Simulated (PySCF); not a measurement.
Species: `CC[C@@H]1C[C@]1(Cl)CO[SiH3]`. The columns A, B, C and D hold Mulliken, IAO, Hirshfeld and ESP-fitted charges (e) of one PBE0/pcSseg-1 density (PySCF), in a shuffled order. Coordinates in Å (GFN2-xTB); the density's dipole moment is (-0.22, 1.26, 1.97) D.

```json
{"atom": "C1", "x": "-2.747", "y": "1.098", "z": "0.386", "A": "-0.440", "B": "-0.258", "C": "-0.116", "D": "-0.416"}
{"atom": "C2", "x": "-1.294", "y": "0.761", "z": "0.066", "A": "+0.129", "B": "-0.195", "C": "-0.063", "D": "-0.246"}
{"atom": "C3", "x": "-1.139", "y": "-0.714", "z": "-0.221", "A": "-0.014", "B": "-0.172", "C": "-0.038", "D": "-0.122"}
{"atom": "C4", "x": "-0.851", "y": "-1.697", "z": "0.881", "A": "-0.336", "B": "-0.062", "C": "-0.095", "D": "-0.300"}
{"atom": "C5", "x": "0.195", "y": "-1.399", "z": "-0.153", "A": "-0.144", "B": "-0.384", "C": "+0.024", "D": "+0.014"}
{"atom": "Cl6", "x": "0.491", "y": "-2.655", "z": "-1.358", "A": "-0.102", "B": "-0.083", "C": "-0.061", "D": "-0.098"}
{"atom": "C7", "x": "1.461", "y": "-0.655", "z": "0.194", "A": "+0.105", "B": "+0.229", "C": "+0.005", "D": "-0.044"}
{"atom": "O8", "x": "1.768", "y": "0.256", "z": "-0.813", "A": "-0.425", "B": "-0.631", "C": "-0.216", "D": "-0.640"}
{"atom": "Si9", "x": "3.066", "y": "1.212", "z": "-0.976", "A": "+0.565", "B": "+0.704", "C": "+0.384", "D": "+0.876"}
{"atom": "H10", "x": "-3.390", "y": "0.856", "z": "-0.457", "A": "+0.116", "B": "+0.111", "C": "+0.041", "D": "+0.138"}
{"atom": "H11", "x": "-3.085", "y": "0.532", "z": "1.250", "A": "+0.106", "B": "+0.111", "C": "+0.037", "D": "+0.138"}
{"atom": "H12", "x": "-2.851", "y": "2.158", "z": "0.604", "A": "+0.107", "B": "+0.116", "C": "+0.042", "D": "+0.143"}
{"atom": "H13", "x": "-0.963", "y": "1.330", "z": "-0.806", "A": "+0.033", "B": "+0.141", "C": "+0.040", "D": "+0.146"}
{"atom": "H14", "x": "-0.662", "y": "1.046", "z": "0.908", "A": "+0.048", "B": "+0.103", "C": "+0.037", "D": "+0.126"}
{"atom": "H15", "x": "-1.798", "y": "-1.064", "z": "-1.007", "A": "+0.109", "B": "+0.134", "C": "+0.046", "D": "+0.154"}
{"atom": "H16", "x": "-0.682", "y": "-1.315", "z": "1.877", "A": "+0.155", "B": "+0.125", "C": "+0.049", "D": "+0.146"}
{"atom": "H17", "x": "-1.329", "y": "-2.663", "z": "0.854", "A": "+0.156", "B": "+0.141", "C": "+0.049", "D": "+0.164"}
{"atom": "H18", "x": "2.284", "y": "-1.371", "z": "0.321", "A": "+0.094", "B": "+0.130", "C": "+0.037", "D": "+0.139"}
{"atom": "H19", "x": "1.326", "y": "-0.127", "z": "1.146", "A": "+0.078", "B": "+0.100", "C": "+0.040", "D": "+0.124"}
{"atom": "H20", "x": "4.304", "y": "0.431", "z": "-1.039", "A": "-0.112", "B": "-0.119", "C": "-0.082", "D": "-0.155"}
{"atom": "H21", "x": "2.709", "y": "1.868", "z": "-2.221", "A": "-0.096", "B": "-0.111", "C": "-0.073", "D": "-0.126"}
{"atom": "H22", "x": "3.177", "y": "2.131", "z": "0.163", "A": "-0.135", "B": "-0.129", "C": "-0.087", "D": "-0.161"}
```

Problem. Which column most likely holds the ESP-fitted charges?

Solution. A. Σ q r misses the density's dipole by 0.07 D (A), 0.91 D (D), 1.24 D (C), 1.86 D (B). Charges fitted to the outside potential are the only set here that is tied to the molecule's multipoles.

Problem. And the Hirshfeld charges?

Solution. C. The mean sizes are 0.076 e (C), 0.164 e (A), 0.195 e (B), 0.210 e (D), and Hirshfeld charges are commonly the smallest of these schemes.

As computed, A = ESP-fitted, B = Mulliken, C = Hirshfeld, D = IAO. Hydrogens on carbon: ESP-fitted +0.03 to +0.16, Mulliken +0.10 to +0.14, Hirshfeld +0.04 to +0.05, IAO +0.12 to +0.16 e.

The Hirshfeld scheme weights the molecular density at each point by an atom's share of the summed free-atom densities. The IAO scheme counts the electrons in orthogonalised intrinsic atomic orbitals, a minimal basis polarised so that it spans the occupied orbitals exactly.

One conformer (not necessarily the lowest) at the GFN2-xTB geometry, without solvent, vibrations or thermal averaging.

These values come from a run that also computed NMR shieldings. Time: 1.7 min; peak memory 1.0 GiB. Hardware: one thread of an Arm Neoverse N1, shared host with 64 logical CPUs at a one-minute load of 61.

The values belong to the conformer `[CH3:1][CH2:2][C@@H:3]1[CH2:4][C@:5]1([Cl:6])[CH2:7][O:8][SiH3:9]`: C1–C2–C3–C4 -89°, C4–C5–C7–O8 -139°, C5–C7–O8–Si9 -175°.
